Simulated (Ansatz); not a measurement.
`[SiH3][Se][GeH3]` → `[GeH3][SeH]` + `[SiH2]` at 400 K and 1 bar (silylene loss).

Isolated molecules relaxed with PBE0-D4/def2-TZVP in Ansatz; ΔE leaves out vibrations. CCSD(T)/CBS is the MP2 limit (def2-TZVPP, def2-QZVPP) plus CCSD(T) − MP2 in def2-TZVPP, frozen cores. This one scheme is used for every species. For Ge, Se outer-core shells are correlated without core-valence functions, which leaves a few kJ/mol of doubt a bond. Scalar relativity is left out up to krypton.

| species | CCSD(T)/CBS energy (Eh) | H − E (kJ/mol) | S (J/(mol·K)) |
| --- | --- | --- | --- |
| `[SiH3][Se][GeH3]` | -4769.53721 | 162.2 | 400.1 |
| `[GeH3][SeH]` | -4479.23116 | 104.1 | 322.4 |
| `[SiH2]` | -290.19011 | 44.2 | 218.1 |

H − E and S are ideal-gas, rigid-rotor, harmonic terms from PBE0-D4/def2-TZVP. 1 Eh = 2625.50 kJ/mol, R = 8.31446 J/(mol·K).

Q: By hand: ΔE, ΔH, ΔS and ΔG.

A: ΔE = (-4479.23116) + (-290.19011) − (-4769.53721) = 0.11594 Eh = 304.4 kJ/mol. Δ(H − E) = 104.1 + 44.2 − 162.2 = -13.9, so ΔH = 290.5 kJ/mol. ΔS = 322.4 + 218.1 − 400.1 = 140.4 J/(mol·K). ΔG = 290.5 − 400 × (140.4)/1000 = 234.3 kJ/mol.

Q: By hand: the equilibrium constant, and the temperature at which ΔG would vanish if ΔH and ΔS stayed fixed.

A: log₁₀ K = −ΔG/(RT ln 10) = -30.6. ΔG = 0 at ΔH/ΔS = 2069 K.

The number of gas molecules changes by +1, which sets the sign of ΔS. A doubt of 5 kJ/mol in ΔE shifts log₁₀ K by 0.7 here. Modes under 60 cm⁻¹, often nearly free rotors, make the harmonic entropy too high. These are equilibria of isolated gas molecules and say nothing of rates. Largest T1 diagnostic: 0.014 (customary marks: 0.02 for closed shells, 0.045 for open ones).
